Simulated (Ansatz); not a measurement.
Ansatz results at the PBE0-D4/def2-TZVP geometry: HOMO energy (PBE/def2-TZVPP) -8.48 eV; HOMO energy (B3LYP/def2-TZVPP) -9.96 eV; LUMO energy (ωB97M-V/def2-TZVPP) 1.61 eV.

Each molecule was computed in one conformer, which needn't be the lowest.

Problem. Which molecule gave them?
A. `[CH3][Ge]([NH2])([Cl])[Cl]`
B. `[OH][GeH2][GeH3]`
C. `[F][GeH2][O]C(F)(F)F`
D. `C[O][Ge]([O]C)([Si](C)(C)C)[Si](C)(C)C`

Solution. C. The others give `[CH3][Ge]([NH2])([Cl])[Cl]`: -6.44, -7.65, 1.70; `C[O][Ge]([O]C)([Si](C)(C)C)[Si](C)(C)C`: -5.36, -6.30, 1.85; `[OH][GeH2][GeH3]`: -6.45, -7.53, 1.48.

B3LYP here is the variant with VWN-RPA as its local correlation; programs differ in this.
